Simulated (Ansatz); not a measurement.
A series at Al: from `C[O][Al]([O]C)[O]C`, ligands are replaced one by one, each step taking up HCl and setting free CH₃OH; n counts the steps. Ansatz, PBE0-D4/def2-TZVP geometries. Each molecule was computed in one conformer, which needn't be the lowest.

CBS adds triple-zeta CCSD(T) − MP2 to the MP2 limit, frozen cores; atoms without spin–orbit coupling. 

```
n              molecule  atomization energy, CCSD(T)/CBS (kJ/mol)
0  `C[O][Al]([O]C)[O]C`                                    6317.1
1  `C[O][Al]([Cl])[O]C`                                    4651.7
2  `C[O][Al]([Cl])[Cl]`                                    2980.5
3  `[Cl][Al]([Cl])[Cl]`                                         ?
```

Q: By hand: fit a straight line y = ȳ + b (n − n̄) to the 3 given rows and predict n = 3.

A: n̄ = 1.000, ȳ = 4649.77; Σ(n − n̄)(y − ȳ) = -3336.60, Σ(n − n̄)² = 2.000, so b = -1668.30 kJ/mol a step. Prediction: 4649.77 + (-1668.30) × (2.000) = 1313.2 kJ/mol.

Q: By hand: compare with the computed value, 1303.5 kJ/mol, and give the steps along the whole series.

A: The line misses by -9.7 kJ/mol (computed minus predicted). Steps: -1665.4, -1671.2, -1677.0 kJ/mol.

The steps differ by at most 11.6 kJ/mol, 0.7 % of a mean step, so the ligands' effects nearly add and a line is close. The miss is 0.2 % of the series' range. The energies themselves are unsure by some kJ/mol a bond, though much of that is common to the series.
